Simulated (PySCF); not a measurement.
An unknown gives this computed stick spectrum. Method: TDDFT CAM-B3LYP/def2-SVPD, vertical, gas phase, core orbitals frozen in the response (PySCF). Geometries: GFN2-xTB, one conformer each.

```json
{"state": "S1", "E (eV)": "5.76", "f": "0.0038"}
{"state": "S2", "E (eV)": "7.88", "f": "0.045"}
{"state": "S3", "E (eV)": "8.23", "f": "0.0034"}
{"state": "S4", "E (eV)": "8.69", "f": "0.0017"}
{"state": "S5", "E (eV)": "8.92", "f": "0.039"}
{"state": "S6", "E (eV)": "9.36", "f": "0.076"}
{"state": "S7", "E (eV)": "9.43", "f": "0.040"}
{"state": "S8", "E (eV)": "9.63", "f": "0.0063"}
```

Triplets computed (Tamm–Dancoff): 5.15, 6.40, 7.60 eV.

Orbital energies (eV): HOMO-3 -12.91, HOMO-2 -12.15, HOMO-1 -11.69, HOMO -10.87, LUMO -0.21, LUMO+1 1.12, LUMO+2 1.65.

Question: Which structure fits? All have the formula C4H5F3O.
A. `C[C@@H](F)[C@@H](F)C(=O)F`
B. `FC[C@]1(C(F)F)CO1`
C. `FC(F)(/C=C\CO)F`

Answer: A. Its S1, at 5.76 eV, is the lowest among the candidates; the nearest of the others has S1 at 6.30 eV. S1 is HOMO→LUMO (86%). Löwdin shares by element: HOMO oxygen 48%, carbon 19% or more, fluorine 8% or more (atoms not listed hold the other 24%); LUMO carbon 44% or more, oxygen 30%, fluorine 9% or more (atoms not listed hold the other 17%). At the same level the other candidates give, for their lowest levels:
- `FC[C@]1(C(F)F)CO1`: 8.15 eV (f 0.001); 8.58 eV (f 0.016); 8.62 eV (f 0.010); 8.87 eV (f 0.023); 9.10 eV (f 0.053); T1 7.84 eV; HOMO -10.12, LUMO 1.22 eV
- `OC/C=C\C(F)(F)F`: 6.30 eV (f 0.033); 7.35 eV (f 0.376); 7.64 eV (f 0.012); 7.73 eV (f 0.004); 8.14 eV (f 0.030); T1 4.24 eV; HOMO -9.81, LUMO -0.08 eV

Shape of the structure used: `[CH3:1][C@@H:2]([F:3])[C@@H:4]([F:5])[C:6](=[O:7])[F:8]`: C1–C2–C4–F5 63°, C2–C4–C6–O7 107°.
